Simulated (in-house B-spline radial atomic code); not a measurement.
Values are calculated unless marked as measured or tabulated.
Building a PAW s channel for Sn, r_c = 2.18 bohr

Sn, [Kr] 4d10 5s2 5p2, non-relativistic PBE, spherical and spin-unpolarised, from an all-electron radial atomic-structure program (B-spline basis) (atomic units; all potentials screened as in the neutral atom).

Two all-electron partial waves φ1, φ2 are integrated outwards at E1 = ε(5s) = -0.360522 and E2 = E1 + 1 hartree; φ1 is the bound orbital and φ2 has unit norm inside r_c = 2.1846 bohr. Smooth partners are polynomials, r^1(a0 + a1 r² + a2 r⁴ + a3 r⁶), matched to φ and three derivatives at r_c, with no condition on the norm. The local potential is -6.60567 + (3.47277) r² + (-0.754689) r⁴ + (0.0599024) r⁶ inside 1.7886 bohr and the all-electron one outside.

```json
{"wave": "1", "φ(r_c)": "0.7152396", "φ'(r_c)": "-0.05472809", "a0": "0.3292536", "a1": "0.0741749", "a2": "-0.02293957", "a3": "0.001532948"}
{"wave": "2", "φ(r_c)": "0.5117007", "φ'(r_c)": "-1.743789", "a0": "1.21018", "a1": "-0.1270247", "a2": "-0.03189483", "a3": "0.003281525"}
```

Inside r_c the overlaps are <φi φj> = [[0.40351, 0.60961], [0.60961, 1.00000]] and, for the smooth waves, [[0.48581, 0.86133], [0.86133, 1.74227]]. With χj = (Ej − T − V_local) applied to smooth wave j, the program's quadrature gives the matrix B_ij = <smooth i, χj> as [[0.59346, 1.73909], [1.48737, 4.45084]].

(1) Check the match of the first wave, and find the augmentation charges q_ij.

(2) B isn't symmetric. Show that D_ij = B_ij + Ej q_ij is.

Solving (T + V_local + Σ p D p) ψ = E (1 + Σ p q p) ψ in a sphere of 9 bohr, whose wall lifts the free-atom level a little, gives these levels:

```json
{"all-electron": "-0.360487", "one projector": "-0.668670", "two projectors": "-243.632000"}
{"all-electron": "0.042853", "one projector": "-0.360487", "two projectors": "-0.360487"}
{"all-electron": "0.369015", "one projector": "0.043632", "two projectors": "0.042850"}
{"all-electron": "0.863993", "one projector": "0.371457", "two projectors": "0.369012"}
{"all-electron": "1.512490", "one projector": "0.867424", "two projectors": "0.863984"}
```

(3) What does the second projector gain?

Results:

(1) At r_c the four terms are 0.71929, 0.77334, -1.14142, 0.36402, which sum to 0.7152, φ1(r_c) to rounding. q_ij is the all-electron overlap less the smooth one: [[-0.08230, -0.25172], [-0.25172, -0.74227]]. The smooth first wave has a norm of 0.4858 inside r_c against 0.4035, so q11 is negative and must stay small enough for the overlap operator to be positive.

(2) Integrating by parts gives B12 − B21 = (E1 − E2) q12: 1.73909 − (1.48737) = 0.25172, and −1 × (-0.25172) = 0.25172. So D12 = 1.73909 + (0.639478)(-0.25172) = 1.57812 and D21 = 1.48737 + (-0.360522)(-0.25172) = 1.57812; D11 = 0.62313, D22 = 3.97617. The projectors, p = (B⁻¹)ᵀ χ, are dual to the smooth waves; det B = 0.055.

(3) With one projector a ghost lies below the reference level, so the set fails. With two a ghost lies below the reference level, so the set fails. The lowest eigenvalue of the overlap operator is 0.6003 with one and 0.001426 with two projectors. The smooth orbital alone needs a cutoff of 4.03 hartree for 1 millihartree of kinetic energy, against 10.6 for a norm-conserving Troullier-Martins orbital of the same radius, which is no gain while the set fails.
